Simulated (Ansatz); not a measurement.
Geometry optimisation, RKS B3LYP/def2-SVP in Ansatz.

The input (input.yaml):

```yaml
crystal:
  periodic: [false, false, false]
  atoms:
    - { symbol: Al, position_ang: [-0.4963, -0.0455, 0.1256] }
    - { symbol: F, position_ang: [0.5245, 1.6163, -0.6832] }
    - { symbol: O, position_ang: [-1.7721, -0.5205, -0.7847] }
    - { symbol: O, position_ang: [-0.3213, 0.0652, 1.7496] }
    - { symbol: H, position_ang: [1.1695, 0.6021, -0.7605] }
    - { symbol: O, position_ang: [1.4573, -0.6312, -0.6405] }
    - { symbol: H, position_ang: [-2.0649, -0.6426, -1.6752] }
    - { symbol: H, position_ang: [-0.6203, 0.2377, 2.6282] }
    - { symbol: H, position_ang: [2.1235, -0.6816, 0.0406] }
basis:
  gaussian: { orbitals: def2-SVP }
hamiltonian:
  xc: b3lyp
relax:
  f_tol: 0.15
  max_steps: 25
  restrain:
    - { distance: [0, 5], at: 1.87, k: 30.0 }
    - { distance: [4, 1], at: 0.88, k: 30.0 }
    - { distance: [0, 1], at: 3.08, k: 30.0 }
    - { distance: [4, 5], at: 2.27, k: 30.0 }
output:
  orbitals: {}
```

Launched with:

```bash
$ ansatz run input.yaml --threads 2 --pin off --max-ram 3072MiB --backend cpu --events-out ev --progress --plain --runs-dir out
```

Q: Where does it end, and by what steps?

A: The run converged. The restraints hold the end off the free minimum. After 9 steps the energy has fallen by 0.167 eV (the restraints' own energy left out); H5 moved furthest, 0.92 Å. Parted: Al1–F2. Joined: F2–H5.

| step | energy less start (eV) | largest force component (eV/Å) | accepted |
| --- | --- | --- | --- |
| 0 | 0.0000 | 3.270 | yes |
| 1 | 0.4238 | 3.671 | yes |
| 2 | 0.3591 | 3.561 | yes |
| 3 | 0.2975 | 3.196 | yes |
| 4 | 0.0503 | 1.883 | yes |
| 5 | -0.0083 | 1.749 | yes |
| 6 | -0.0387 | 1.794 | no |
| 7 | -0.0720 | 1.634 | yes |
| 8 | -0.1291 | 1.530 | yes |
| 9 | -0.1666 | 1.565 | yes |

```xyz
9
Properties=species:S:1:pos:R:3
Al -0.348 -0.421 0.304
F 0.802 2.059 -1.099
O -1.808 -0.511 -0.550
O -0.272 -0.141 1.973
H 1.354 1.349 -1.271
O 1.224 -0.776 -0.516
H -1.888 -0.667 -1.494
H -1.015 0.044 2.554
H 1.951 -0.936 0.099
```

Time of the run: 22 s on 2 threads of Arm Neoverse V1, with other jobs on the host, peak memory 0.19 GiB.
